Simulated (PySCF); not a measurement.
Compound: [Te4]2- (charge -2).
Bonds: Te1–Te2, Te2–Te3, Te3–Te4.
The ion is multiply charged and has no counter-ions or solvent; whether it holds all its electrons wasn't checked.

Computed by this run: PySCF 2.14.0, PBE0-D3(BJ)/def2-SVP geometry optimisation, gas phase, def2 core potentials past Kr; density fitting, grid level 1; the optimiser is geomeTRIC in internal coordinates, started from a GFN2-xTB structure with every atom displaced at random (about 0.03 Å).

Step 0: E = -29176.8629 eV
```
atom  x, y, z in Å  |  force x, y, z in eV/Å
Te1    -0.9401    1.2824   -2.6795   -0.143   0.206  -0.603
Te2    -0.1399    1.4461   -0.1075   -0.011   0.412   0.070
Te3    -0.6838   -1.0643    0.7856    0.844  -0.595   0.718
Te4     1.8471   -1.7546    1.9710   -0.690  -0.023  -0.185
```

Step 1: E = -29177.0063 eV
```
atom  x, y, z in Å  |  force x, y, z in eV/Å
Te1    -1.0007    1.3748   -2.7645   -0.016   0.120  -0.158
Te2    -0.1543    1.4478   -0.1598   -0.103   0.143  -0.120
Te3    -0.6023   -1.0979    0.8325    0.587  -0.272   0.441
Te4     1.8405   -1.8151    2.0613   -0.468   0.009  -0.164
```

Step 2: E = -29177.0718 eV
```
atom  x, y, z in Å  |  force x, y, z in eV/Å
Te1    -1.0013    1.4420   -2.8399    0.009   0.021  -0.126
Te2    -0.2327    1.4537   -0.2104   -0.047   0.043   0.041
Te3    -0.5003   -1.1052    0.9402   -0.371   0.122  -0.107
Te4     1.8177   -1.8809    2.0796    0.410  -0.187   0.192
```

Task: Estimate the geometry and energy of step 3. (The exact step hangs on the optimiser's Hessian estimate; all steps are aligned on step 2, rigid shifts and turns removed.)

Result: E = -29177.0985 eV, largest force 0.195 eV/Å
```
atom  x, y, z in Å  |  force x, y, z in eV/Å
Te1    -0.9585    1.4564   -2.9011    0.052   0.008   0.084
Te2    -0.3211    1.4812   -0.2172   -0.080  -0.166  -0.030
Te3    -0.5118   -1.0775    1.0187    0.052   0.186  -0.027
Te4     1.8747   -1.9505    2.0692   -0.023  -0.027  -0.027
```

The energy changes by -0.0267 eV. The first-order estimate −F·Δx gives -0.0470 eV and the mean of the old and new forces, exact on a quadratic surface, -0.0251 eV. The step makes an angle of 65° with the force vector and moves no atom by more than 0.093 Å.

The cost below is that of the whole optimisation. Time: 58 s of wall time; peak memory 0.45 GiB. Hardware: Intel Xeon Platinum 8559C, one thread, shared host with 192 logical CPUs at a one-minute load of 48.
